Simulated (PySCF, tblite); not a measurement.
Isomers of C7H14F2Si. All values are computed: GFN2-xTB (tblite) harmonic vibrations without scaling, gas phase. The method is semi-empirical: single wavenumbers can be off by several per cent or more. Modes of hydrogen on silicon can be 10 to 20 % off. One conformer each.

Electronic energies: PBE0/pcSseg-1 single points on the GFN2-xTB geometries (PySCF, gas phase).

```csv
SMILES,"electronic energy, lowest = 0 (kcal/mol)"
C[C@@H]1[C@@H](F)[Si@@H](C)CC[C@@H]1F,0.0
C[C@@H]1[C@@H](F)CC[Si@H](C)[C@H]1F,0.1
C=C[C@@](C)(C[SiH2]C)C(F)F,21.5
CC(C)(C)[C@H]([SiH3])/C(F)=C/F,39.8
```

How do GFN2-xTB zero-point energies change the relative energies?

| SMILES | ZPE (kcal/mol) | of it from modes above 1550 cm⁻¹ | electronic (kcal/mol) | with ZPE, lowest = 0 (kcal/mol) | lowest mode (cm⁻¹) | rings |
| --- | --- | --- | --- | --- | --- | --- |
| C[C@@H]1[C@@H](F)[Si@@H](C)CC[C@@H]1F | 122.9 | 58.8 | 0.0 | 0.1 | 61 | 1 |
| C[C@@H]1[C@@H](F)CC[Si@H](C)[C@H]1F | 122.8 | 58.8 | 0.1 | 0.0 | 53 | 1 |
| C=C[C@@](C)(C[SiH2]C)C(F)F | 119.0 | 60.8 | 21.5 | 17.7 | 18i | 0 |
| CC(C)(C)[C@H]([SiH3])/C(F)=C/F | 118.6 | 60.0 | 39.8 | 35.6 | 39 | 0 |

The zero-point energies span 4.3 kcal/mol, from `CC(C)(C)[C@H]([SiH3])/C(F)=C/F` to `C[C@@H]1[C@@H](F)[Si@@H](C)CC[C@@H]1F`. Slightly imaginary modes are left out of the zero-point energy: `C=C[C@@](C)(C[SiH2]C)C(F)F` 18.0i cm⁻¹. With it `C[C@@H]1[C@@H](F)CC[Si@H](C)[C@H]1F` becomes the lowest.

And how do the electronic energies of GFN2-xTB itself compare?

`C[C@@H]1[C@@H](F)[Si@@H](C)CC[C@@H]1F` 0.0; `C[C@@H]1[C@@H](F)CC[Si@H](C)[C@H]1F` 0.4; `C=C[C@@](C)(C[SiH2]C)C(F)F` 22.1; `CC(C)(C)[C@H]([SiH3])/C(F)=C/F` 14.8 kcal/mol, lowest = 0. Against the energies above, taken from the same isomer `C[C@@H]1[C@@H](F)[Si@@H](C)CC[C@@H]1F`, the largest difference is 25.0 kcal/mol.

What do entropy and thermal enthalpy add at 298.15 K and 1 bar (rigid rotor, harmonic oscillator, one conformer each)?

| SMILES | point group | symmetry number | S (cal/(mol K)) | H − H(0) (kcal/mol) | ZPE + H − H(0) − TS (kcal/mol) |
| --- | --- | --- | --- | --- | --- |
| C[C@@H]1[C@@H](F)[Si@@H](C)CC[C@@H]1F | C1 | 1 | 106.2 | 8.13 | 99.4 |
| C[C@@H]1[C@@H](F)CC[Si@H](C)[C@H]1F | C1 | 1 | 107.3 | 8.21 | 99.0 |
| CC(C)(C)[C@H]([SiH3])/C(F)=C/F | C1 | 1 | 112.2 | 8.92 | 94.1 |

Not tabulated: `C=C[C@@](C)(C[SiH2]C)C(F)F` (lowest mode only 18i cm⁻¹).
